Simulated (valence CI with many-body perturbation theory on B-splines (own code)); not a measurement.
**Hg XL: magnetic and hyperfine properties of the levels**

Calculated by valence CI with perturbative core correlation (CI+MBPT): five valence electrons over a frozen Dirac-Fock core [Kr], radial functions for each j: 7 s, 7 p, 8 d, 6 f, 4 g, 1 h, with the one-electron correlation potential Σ1 (screened to all orders), the two-electron term Σ2, the three-electron term Σ3, Breit, model QED; selected single and double excitations, second order for the rest, scaled by the run's own slope (own B-spline code, finite nucleus).

The last digits are not significant, and no measured levels were compared; by estimate large intervals hold to a few tenths of a per cent, small ones and those within an open d or f shell to about a per cent. The list stops below the first excitations out of the core.

A/g_I is the dipole constant over the nuclear g factor μ/I (μ in nuclear magnetons, uniformly magnetised nucleus), B/Q the quadrupole constant per barn. Both hold the static response of the core; the bare values leave it out. Large factors of s and p1/2 electrons are usually good to 5 to 10 %; those of open d and f shells near neutrality can be off by tens of per cent, and small factors of p3/2, d and f electrons come from cancelling terms and can be off by a factor of two or in sign, in half-filled shells by more. B is blank for J = 1/2, where it vanishes, and for nearly pure S terms. Energies count from the lowest level.

Levels are named by their leading jj configuration (3d3/2^4 stands for four electrons in 3d with j = 3/2), which in mixed levels can hold well under half, so a name can repeat and another be missing. Letters in brackets count levels of one name in rising energy.

```tsv
Level	E (eV)	g	A/g_I (MHz)	A/g_I bare	B/Q (MHz/b)	B/Q bare
(4d3/2^4 4d5/2) J=5/2	0.00	1.303	11600	12300	24000	23000
(4d3/2^3 4d5/2^2) J=5/2 [a]	21.37	1.342	6660	7500	9310	8910
(4d3/2^3 4d5/2^2) J=7/2 [a]	26.50	1.167	14400	14700	29000	28000
(4d3/2^3 4d5/2^2) J=3/2 [a]	27.12	1.165	18500	18800	22500	21700
(4d3/2^3 4d5/2^2) J=11/2	27.59	1.107	19100	19100	-1620	-1720
(4d3/2^3 4d5/2^2) J=9/2	29.46	1.138	16900	17100	27600	26600
(4d3/2^3 4d5/2^2) J=5/2 [b]	30.80	1.133	17700	17800	-1190	-1110
(4d3/2^3 4d5/2^2) J=1/2	32.06	1.787	-11300	-8980		
(4d3/2^3 4d5/2^2) J=7/2 [b]	32.73	1.075	21000	21000	-31300	-30200
(4d3/2^3 4d5/2^2) J=3/2 [b]	39.61	0.794	33900	32900	-28800	-27800
(4d3/2^2 4d5/2^3) J=5/2 [a]	47.56	1.306	5290	6020	1640	1590
(4d3/2^2 4d5/2^3) J=7/2 [a]	51.18	1.215	12300	12700	-1460	-1420
(4d3/2^2 4d5/2^3) J=11/2	51.88	1.092	18700	18700	525	523
(4d3/2^2 4d5/2^3) J=9/2 [a]	52.52	1.146	16000	16200	-3020	-2930
(4d3/2^2 4d5/2^3) J=1/2 [a]	53.91	0.476	53900	51900		
(4d3/2^2 4d5/2^3) J=13/2	54.45	1.072	20100	20100	-14.9	-0.455
(4d3/2^2 4d5/2^3) J=3/2 [a]	54.87	1.174	15500	15800	645	601
(4d3/2^2 4d5/2^3) J=5/2 [b]	55.28	1.020	22600	22400	-3240	-3110
(4d3/2^2 4d5/2^3) J=9/2 [b]	57.94	1.107	18200	18200	850	823
(4d3/2^2 4d5/2^3) J=7/2 [b]	58.75	0.987	24800	24500	-1300	-1260
(4d3/2^2 4d5/2^3) J=5/2 [c]	59.33	1.052	20900	20800	3030	2900
(4d3/2^2 4d5/2^3) J=3/2 [b]	59.65	0.857	31100	30300	2260	2220
(4d3/2^2 4d5/2^3) J=1/2 [b]	62.04	1.770	-14400	-12200		
(4d3/2^2 4d5/2^3) J=7/2 [c]	62.40	1.037	22400	22200	1380	1320
(4d3/2^2 4d5/2^3) J=9/2 [c]	65.91	1.105	18300	18300	9530	9230
(4d3/2^2 4d5/2^3) J=3/2 [c]	71.79	1.187	14400	14800	-7660	-7430
(4d3/2^2 4d5/2^3) J=5/2 [d]	73.34	1.197	14200	14600	6320	6120
(4d3/2 4d5/2^4) J=5/2 [a]	78.02	1.222	8460	8910	-10600	-10200
(4d3/2 4d5/2^4) J=7/2 [a]	81.79	1.188	13900	14200	-33000	-31900
(4d3/2 4d5/2^4) J=3/2 [a]	82.96	0.989	21000	20700	-23700	-22900
(4d3/2 4d5/2^4) J=11/2	82.98	1.073	19500	19500	1220	1350
(4d3/2 4d5/2^4) J=9/2	85.61	1.117	17200	17300	-34900	-33600
(4d3/2 4d5/2^4) J=5/2 [b]	87.42	1.111	17600	17600	5300	5110
(4d3/2 4d5/2^4) J=7/2 [b]	88.76	1.012	22200	22000	36700	35500
(4d3/2 4d5/2^4) J=1/2	91.68	1.284	-5220	-4570		
(4d3/2 4d5/2^4) J=3/2 [b]	98.54	0.865	33000	32300	34800	33600
(4d5/2^5) J=5/2	112.01	1.155	13700	13900	-34500	-33200
```

Question: Take the isotope of mass number 199, with I = 1/2, μ = 0.5039 μN. What is the hyperfine structure of (4d3/2^3 4d5/2^2) J=5/2 [a]?

Answer: From the table A = 6710 MHz. Shifts from the centre of gravity in MHz: F = 2: -11700, F = 3: 8390.
